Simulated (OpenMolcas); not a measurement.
An OpenMolcas run meant for C3+ (ANO-RCC-VQZP, DKH2; inactive shells 1s; intended active space 1 electron in 4 orbitals (2s 2p)). One step of its input:

```
&RASSCF
FileOrb=start.orb
Symmetry=1
Spin=2
nActEl=1 0 0
Inactive=1 0
Ras2=1 3
CIRoot=5 5 1
SDav=1
CIMx=300
Iter=60 100
PrWF=0.3
OrbListing=Nothing
MaxOrb=0
Atom
CIOnly
>>> COPY $Project.JobIph JOB001
```

Lines from the output:

```
...
      Number of secondary orbitals              50
      Spin quantum number                      0.5
      State symmetry                             1
Orbital specifications:
      -----------------------

      Symmetry species                           1   2
                                                ag  au
      Frozen orbitals                            0   0
      Inactive orbitals                          1   0
      Active orbitals                            1   3
      RAS1 orbitals                              0   0
      RAS2 orbitals                              1   3
      RAS3 orbitals                              0   0
      Secondary orbitals                        27  23
      Deleted orbitals                           0   0
      Number of basis functions                 29  26
      Number of CSFs                             1
      Number of root(s) required                 5
 ************ ERROR ***********
  You can't ask for more roots
  than there are configurations
 ******************************
--- Stop Module: rasscf at  /rc=_RC_INPUT_ERROR_ ---
.####################.
.# User input error #.
.####################.
```

Q: What is wrong with the input?

A: CIRoot asks for more roots than the active space has configuration state functions.
